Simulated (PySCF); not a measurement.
C5H5F3O2.
SMILES with atom numbers: `[OH:1][C@@:2]12[CH2:3][C@@H:4]1[C@H:5]2[O:6][C:7]([F:8])([F:9])[F:10]` (hydrogens: H11 on O1; H12, H13 on C3; H14 on C4; H15 on C5)

The same species was optimised twice, with GFN2-xTB and with PBE0-D3(BJ)/def2-SVP (PySCF), and the same property calculations (PySCF, gas phase) were run on both structures.

| coordinate | GFN2-xTB | PBE0-D3(BJ)/def2-SVP | change |
| --- | --- | --- | --- |
| O6–C7 (Å) | 1.316 | 1.334 | +0.018 |
| C5–O6 (Å) | 1.435 | 1.418 | -0.017 |
| C2–C3 (Å) | 1.491 | 1.474 | -0.017 |
| C4–C5 (Å) | 1.501 | 1.488 | -0.013 |
| C2–C5 (Å) | 1.497 | 1.486 | -0.011 |
| C7–F10 (Å) | 1.341 | 1.331 | -0.010 |
| C7–F8 (Å) | 1.328 | 1.317 | -0.011 |
| C2–C4 (Å) | 1.496 | 1.486 | -0.010 |
| O1–C2 (Å) | 1.354 | 1.351 | -0.003 |
| C3–C4 (Å) | 1.503 | 1.502 | -0.001 |
| C7–F9 (Å) | 1.352 | 1.353 | +0.001 |
| C2–C5–O6 (°) | 117.8 | 115.2 | -2.6 |
| C3–C2–C5 (°) | 96.2 | 98.5 | +2.3 |
| C4–C5–O6 (°) | 114.3 | 112.6 | -1.7 |
| F8–C7–F10 (°) | 107.2 | 109.0 | +1.8 |
| C3–C4–C5 (°) | 95.5 | 97.2 | +1.7 |
| O6–C7–F9 (°) | 113.3 | 111.7 | -1.6 |
| O1–C2–C5 (°) | 134.2 | 132.7 | -1.5 |
| F8–C7–F9 (°) | 106.4 | 107.8 | +1.4 |
| C4–C5–O6–C7 (°) | 157 | 158 | +1 |
| C5–O6–C7–F8 (°) | 172 | 172 | 0 |

Rotational constants: A = 2849, B = 884.1, C = 802.1 MHz (GFN2-xTB) against A = 2888, B = 899.9, C = 815.8 MHz (PBE0-D3(BJ)/def2-SVP). Point groups within 0.08 Å: C1 and C1.

On the GFN2-xTB structure: HOMO (eV) -7.10 [PBE0/pcSseg-1]; LUMO (eV) 1.31 [PBE0/pcSseg-1]; dipole (D) 2.04 [PBE0/pcSseg-1]; GIAO shielding of O1 (ppm) 327.3 [PBE0/pcSseg-1]; GIAO shielding of C2 (ppm) 130.0 [PBE0/pcSseg-1]; GIAO shielding of C3 (ppm) 164.7 [PBE0/pcSseg-1]; GIAO shielding of C4 (ppm) 176.7 [PBE0/pcSseg-1]; GIAO shielding of C5 (ppm) 116.1 [PBE0/pcSseg-1]; GIAO shielding of O6 (ppm) 206.0 [PBE0/pcSseg-1]; GIAO shielding of C7 (ppm) 55.8 [PBE0/pcSseg-1]; GIAO shielding of F8/F9/F10 (mean) (ppm) 244.1 [PBE0/pcSseg-1].

What do these properties become on the PBE0-D3(BJ)/def2-SVP structure?

```csv
property,level,on GFN2-xTB,on PBE0-D3(BJ)/def2-SVP,change
HOMO (eV),PBE0/pcSseg-1,-7.10,-6.91,+0.19
LUMO (eV),PBE0/pcSseg-1,1.31,1.65,+0.34
dipole (D),PBE0/pcSseg-1,2.04,1.16,-0.88
"energy, GFN2-xTB geometry as zero (kcal/mol)",PBE0/pcSseg-1,0.0,-1.9,-1.9
GIAO shielding of O1 (ppm),PBE0/pcSseg-1,327.3,329.3,+2.0
GIAO shielding of C2 (ppm),PBE0/pcSseg-1,130.0,128.5,-1.5
GIAO shielding of C3 (ppm),PBE0/pcSseg-1,164.7,164.6,-0.1
GIAO shielding of C4 (ppm),PBE0/pcSseg-1,176.7,174.5,-2.2
GIAO shielding of C5 (ppm),PBE0/pcSseg-1,116.1,117.0,+0.9
GIAO shielding of O6 (ppm),PBE0/pcSseg-1,206.0,199.9,-6.1
GIAO shielding of C7 (ppm),PBE0/pcSseg-1,55.8,55.9,+0.1
GIAO shielding of F8/F9/F10 (mean) (ppm),PBE0/pcSseg-1,244.1,248.1,+4.0
```

The heavy atoms differ by 0.047 Å rms after alignment. Among bonds between heavy atoms C2–C3, C5–O6 and O6–C7 change most and about equally (-0.017 to +0.018 Å). Changes are differences of the printed values. Neither structure is proved a minimum here.

The values belong to the conformer `[OH:1][C@@:2]12[CH2:3][C@@H:4]1[C@H:5]2[O:6][C:7]([F:8])([F:9])[F:10]`: C4–C5–O6–C7 158°, C5–O6–C7–F8 172°, H–O1–C2–C3 -176°.
